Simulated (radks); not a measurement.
Q: Species: Tb+. Configuration: [Xe] 4f9 6s1. Calculated with a radial shooting solver on a logarithmic mesh with Libxc functionals: Dirac Kohn-Sham, PBE, spin-unpolarised, spherical densities, finite nucleus; open shells fill j = l - 1/2 first; Fermi nuclear charge, rms radius 5.06 fm.

Spin-orbit splittings of the eigenvalues, e(l+1/2) - e(l-1/2), with zeta = 2 splitting/(2l+1) and mean radii in bohr:

| shell | occ. | splitting (eV) | zeta (eV) | <r> j=l-1/2 | <r> j=l+1/2 |
|---|---|---|---|---|---|
| 2p | 6 | 746.6 | 497.7 | 0.07589 | 0.08284 |
| 3p | 6 | 154.1 | 102.7 | 0.2286 | 0.2418 |
| 3d | 10 | 33.63 | 13.45 | 0.2141 | 0.2182 |
| 4p | 6 | 34.29 | 22.86 | 0.5528 | 0.5830 |
| 4d | 10 | 6.191 | 2.477 | 0.6178 | 0.6286 |
| 4f | 9 | 0.7825 | 0.2236 | 0.8949 | 0.9150 |
| 5p | 6 | 4.373 | 2.915 | 1.500 | 1.603 |
| 5d | 0 | ? | ? | 2.758 | 2.840 |
| 6p | 0 | 0.3652 | 0.2435 | 4.697 | 4.947 |

Estimate the 5d splitting.

A: 0.2548 eV (zeta = 0.1019 eV).
